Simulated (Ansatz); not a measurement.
`[F][Cd][Cl]` + H–F → `[F][Cd][F]` + HCl at 600 K and 1 bar (ligand exchange at a Cd–Cl bond).

Program: Ansatz. Geometries: PBE0-D4/def2-TZVP. ΔE: electronic, gas phase. CCSD(T)/CBS adds triple-zeta CCSD(T) − MP2 to the extrapolated MP2 energy (def2 sets, frozen cores). This one scheme is used for every species. Elements past krypton have def2 core potentials. For Cd outer-core shells are correlated without core-valence functions, which leaves a few kJ/mol of doubt a bond.

```tsv
species	CCSD(T)/CBS energy (Eh)	H − E (kJ/mol)	S (J/(mol·K))
`[F][Cd][Cl]`	-727.34376	38.6	321.6
H–F	-100.39570	42.3	194.0
`[F][Cd][F]`	-367.32284	39.2	303.5
HCl	-460.38127	35.4	207.2
```

H − E and S are ideal-gas, rigid-rotor, harmonic terms from PBE0-D4/def2-TZVP. 1 Eh = 2625.50 kJ/mol, R = 8.31446 J/(mol·K).

Task: By hand: ΔE, ΔH, ΔS and ΔG.

Result: ΔE = (-367.32284) + (-460.38127) − (-727.34376) − (-100.39570) = 0.03535 Eh = 92.8 kJ/mol. Δ(H − E) = 39.2 + 35.4 − 38.6 − 42.3 = -6.3, so ΔH = 86.5 kJ/mol. ΔS = 303.5 + 207.2 − 321.6 − 194.0 = -4.9 J/(mol·K). ΔG = 86.5 − 600 × (-4.9)/1000 = 89.4 kJ/mol.

Task: By hand: the equilibrium constant, and the temperature at which ΔG would vanish if ΔH and ΔS stayed fixed.

Result: log₁₀ K = −ΔG/(RT ln 10) = -7.8. ΔH and −TΔS have one sign here, so there is no such temperature.

The number of gas molecules stays the same, so ΔS is small and ΔH decides. A doubt of 5 kJ/mol in ΔE shifts log₁₀ K by 0.4 here. These are equilibria of isolated gas molecules and say nothing of rates. Largest T1 diagnostic: 0.018 (customary marks: 0.02 for closed shells, 0.045 for open ones).

ΔS is within the doubt of such terms, so its sign, and with it that verdict, could turn.
